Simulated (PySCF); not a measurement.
Species: C₄H₄ClFO.
SMILES with atom numbers: `[OH:1][CH2:2][C@:3]1([Cl:4])[CH:5]=[C:6]1[F:7]` (hydrogens: H8 on O1; H9, H10 on C2; H11 on C5)

Theory: PBE0-D3(BJ)/def2-SVP geometry optimisation, gas phase (PySCF 2.14.0).

Task: What internal coordinates does the optimisation give?

Result: 
```csv
bond,length (bohr)
O1–C2,2.628
C2–C3,2.862
C3–Cl4,3.475
C3–C5,2.834
C5=C6,2.457
C6–F7,2.448
C3–C6,2.731
O1–H8,1.827
C2–H9,2.096
C2–H10,2.082
C5–H11,2.052
```

A selection of angles:
```csv
angle,degrees
C2–O1–H8,106.5
O1–C2–C3,112.9
O1–C2–H9,112.7
O1–C2–H10,107.8
C3–C2–H9,107.9
C3–C2–H10,107.8
H9–C2–H10,107.6
C2–C3–Cl4,107.5
C2–C3–C5,125.3
C2–C3–C6,127.2
Cl4–C3–C5,117.8
Cl4–C3–C6,117.8
C5–C3–C6,52.4
C3–C5–C6,61.7
C3–C5–H11,144.2
C6–C5–H11,154.1
C5–C6–F7,148.8
C3–C6–C5,66.0
C3–C6–F7,145.2
```

Torsions: O1–C2–C3–Cl4 -58° (synclinal); C2–C3–C5–C6 -113° (anticlinal); C3–C5–C6–F7 -177° (antiperiplanar); C2–C3–C6–C5 109° (anticlinal); H8–O1–C2–C3 54° (synclinal).

The 4 C–C bonds span 1.300 Å (C5=C6, drawn double) to 1.514 Å (C2–C3, drawn single), a spread of 0.214 Å. Of the pairs four or more bonds apart, Cl4···H8 is among the closest relative to their van der Waals radii: 2.47 Å, 84 % of the sum of Bondi's values. The 3-membered ring C3–C5–C6 has internal angles of 52.4° to 66.0°.

Point group: C1 (no symmetry element, even within 0.4 Å). No frequency check. One conformer, not necessarily the lowest (H–O1–C2–C3 54°, O1–C2–C3–Cl4 -58°).

Time: 33 s wall; peak memory 0.57 GiB. Hardware: one thread, Arm Neoverse V2 (aarch64), shared host with 192 logical CPUs at a one-minute load of 150. This is the geometry optimisation.
